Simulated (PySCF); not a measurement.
Compound: C₂HBF₂S₂.
SMILES with atom numbers: `[F:1][B:2]1[S:3][CH:4]=[C:5]([F:6])[S:7]1` (hydrogens: H8 on C4)

Computed by this run: PBE0-D3(BJ)/def2-SVP geometry optimisation, gas phase (PySCF); density fitting, grid level 1; the optimiser is geomeTRIC in internal coordinates, started from a GFN2-xTB structure with every atom displaced at random (about 0.01 Å).

At the end of the run (lengths in Å): S3–C4 1.746, F1–B2 1.321, C4–H8 1.091, C4=C5 1.343, C5–F6 1.320, B2–S3 1.803, C5–S7 1.752, C4–C5–F6 123.7°, C4–C5–S7 120.3°, S3–C4–C5 117.7°, F1–B2–S3 123.3°, F1–B2–S3–C4 180°, B2–S3–C4–C5 0°, S3–C4–C5–F6 180°, H8–C4–C5–F6 0°.

**Question.** These geometries were met on the way; a selection of coordinates is given. Order them by energy above the end point, lowest first.
A. S3–C4 1.749, F1–B2 1.324, C4–H8 1.092, C4=C5 1.344, C5–F6 1.321, B2–S3 1.804, C5–S7 1.753, C4–C5–F6 124.7°, C4–C5–S7 119.8°, S3–C4–C5 118.2°, F1–B2–S3 123.1°, F1–B2–S3–C4 -171°, B2–S3–C4–C5 -7°, S3–C4–C5–F6 180°, H8–C4–C5–F6 -9°
B. S3–C4 1.746, F1–B2 1.320, C4–H8 1.090, C4=C5 1.343, C5–F6 1.320, B2–S3 1.802, C5–S7 1.752, C4–C5–F6 124.2°, C4–C5–S7 120.1°, S3–C4–C5 117.9°, F1–B2–S3 123.3°, F1–B2–S3–C4 179°, B2–S3–C4–C5 0°, S3–C4–C5–F6 180°, H8–C4–C5–F6 0°
C. S3–C4 1.793, F1–B2 1.287, C4–H8 1.060, C4=C5 1.323, C5–F6 1.335, B2–S3 1.792, C5–S7 1.747, C4–C5–F6 121.7°, C4–C5–S7 122.3°, S3–C4–C5 115.9°, F1–B2–S3 121.6°, F1–B2–S3–C4 180°, B2–S3–C4–C5 -1°, S3–C4–C5–F6 180°, H8–C4–C5–F6 -1°

**Answer.** B (0.001 eV), A (0.043 eV), C (0.096 eV).

```json
{"step": "4", "E above end (eV)": "0.001", "rms distance from the end, all atoms (Å)": "0.008", "largest force (eV/Å)": "0.094", "rms shift of all bonds from the end (Å)": "0.001"}
{"step": "2", "E above end (eV)": "0.043", "rms distance from the end, all atoms (Å)": "0.055", "largest force (eV/Å)": "0.642", "rms shift of all bonds from the end (Å)": "0.002"}
{"step": "0", "E above end (eV)": "0.096", "rms distance from the end, all atoms (Å)": "0.022", "largest force (eV/Å)": "2.342", "rms shift of all bonds from the end (Å)": "0.025"}
```

Rows stand in the order of the answer.
